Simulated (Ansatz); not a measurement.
Cartesian coordinates in Å:
```
B 1.543 0.292 -1.135
C 0.190 -0.459 -1.162
O -0.735 -0.211 -0.130
Al -0.627 -0.057 1.533
F 0.730 -0.502 2.349
S -2.312 0.678 2.667
H 1.811 1.074 -0.268
H 2.325 0.089 -2.018
H -0.287 -0.216 -2.128
H 0.394 -1.540 -1.252
H -3.032 0.851 1.544
```

Charge 0, multiplicity 1.

(1) List the ωB97M-V/def2-TZVPP orbital energies in eV (the Gaussian-basis code of Ansatz). (Estimate.)

Answers

(1) Ansatz gave: Occupied: -2426.79, -1532.78, -676.74, -525.98, -282.65, -220.79, -188.19, -163.90, -163.81, -163.74, -117.36, -77.01, -76.89, -76.85, -34.90, -30.77, -23.03, -22.11, -17.24, -16.08, -15.55, -15.36, -14.43, -14.32, -13.93, -13.64, -12.25, -11.57, -11.19, -10.72, -10.04. Lowest empty: 0.29, 1.03, 1.65, 2.38, 2.48, 3.08, 3.27, 3.96.
